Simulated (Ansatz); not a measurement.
Born–Oppenheimer molecular dynamics of Cl2FHSi (5 atoms, charge 0, multiplicity 1). It starts at the highest image of a converged band. Of that band: A structure lower than the first end lies on the path between it and the top, so the climb from that side starts below the end, which may itself be a saddle point or a shallow side well. A vibrational analysis at the climbing image gives one clearly imaginary mode, 590i cm⁻¹: a first-order saddle point.

Level of theory: Ansatz 0.2.0, RKS PBE0-D4/def2-SVP.

```
ensemble                      : NVE (velocity Verlet)
time step                     : 0.5 fs
steps asked                   : 200
starting velocities drawn for : 300 K
seed                          : 6387
```

First frame:

```xyz
5
Properties=species:S:1:pos:R:3
Si 0.927 0.334 0.580
F 0.510 -0.199 -1.165
H -0.303 -0.883 -0.661
Cl -0.262 2.052 0.548
Cl -0.871 -1.304 0.699
```

(1) How far do the bonds stretch over the last three quarters of this one trajectory? (Pairs bonded in most of those frames.)

Results:

(1) 
```
   bond  mean (Å)  spread (Å)  shortest  longest
Si1–Cl4     2.094       0.020      2.06     2.12
Si1–Cl5     2.136       0.046      2.07     2.26
  F2–H3     0.934       0.014      0.91     0.97
```

Mean temperature of the second half: 571 K. The conserved energy stayed within 0.021 meV per atom of its start (net change 0.014 meV per atom), so the integration is sound. The system heated up, since it started high on the potential surface and ran downhill. A run of 0.1 ps of so small a system gives no equilibrium averages. The orbitals stay closed-shell, which can raise the energy where a bond breaks towards radicals; this wasn't checked here.

Run time: 12 min on 1 thread of Arm Neoverse N1, on a shared host, peak memory 0.14 GiB.
